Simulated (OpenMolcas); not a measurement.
**CH4AlNO (SMILES C1[NH][AlH][O]1): methods side by side**

The species is CH4AlNO (8 atoms), meant as a singlet with charge 0. SMILES: `C1[NH][AlH][O]1`. Geometry: relaxed at PBE0-D4/def2-TZVP.

Quantity: the HOMO–LUMO gap, in eV. The values are calculated.

```csv
level,kind,program,value (eV)
HF/def2-SVPD,Hartree–Fock,OpenMolcas,11.71
BLYP/def2-SVPD,GGA,OpenMolcas,4.41
TPSS/def2-SVPD,meta-GGA,OpenMolcas,4.70
r2SCAN/def2-SVPD,meta-GGA,OpenMolcas,5.04
BHLYP/def2-SVPD,global hybrid,OpenMolcas,8.43
M06-2X/def2-SVPD,hybrid meta-GGA,OpenMolcas,8.40
PBE0/def2-SVPD,global hybrid,OpenMolcas,6.48
B2PLYP/def2-SVPD,double hybrid,OpenMolcas,8.62
```

The values span 4.41 to 11.71 eV. Orbital gaps aren't excitation energies, and those of double hybrids come from the SCF part alone; they tend to grow with the share of exact exchange.
